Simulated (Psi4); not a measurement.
F3Ti, doublet, geometry from GFN2-xTB (such geometries of metal compounds can be far from the true shape). Base run: PBE0/cc-pVDZ (Psi4).

Geometry (Å):
```xyz
4

Ti     0.0000     0.0000     0.0000
F     -1.4489    -0.8731     0.0717
F      0.0204     1.5524    -0.6755
F      1.4285    -0.6794     0.6038
```
Charge 0, spin multiplicity 2.
Orbitals are unrestricted.
All else is at Psi4's defaults (density fitting).

Variants of this job, named by their change:

```csv
change,basis functions,E (Eh),outcome
base,85,-1148.74163,converged
basis = cc-pVDZ-DK; relativity = spin-free X2C (with scf_type pk),85,-1153.36543,converged
basis = cc-pVDZ-DK; relativity = none (with scf_type pk),85,-1147.04440,converged
basis = cc-pVTZ-DK; relativity = spin-free X2C (with scf_type pk),158,-,cut at the time limit
basis = cc-pVTZ-DK; relativity = none (with scf_type pk),158,-,cut at the time limit
```

Totals shift with the method and basis; they matter in differences.

Open shells are given as the SCF converged; they aren't shown to be the lowest states, and a large step between rows can be another state.

Basis sets contracted for a relativistic Hamiltonian are a mismatch without it, so the rows without relativity aren't non-relativistic limits. No row has spin-orbit coupling; sets with core potentials leave out the core electrons.
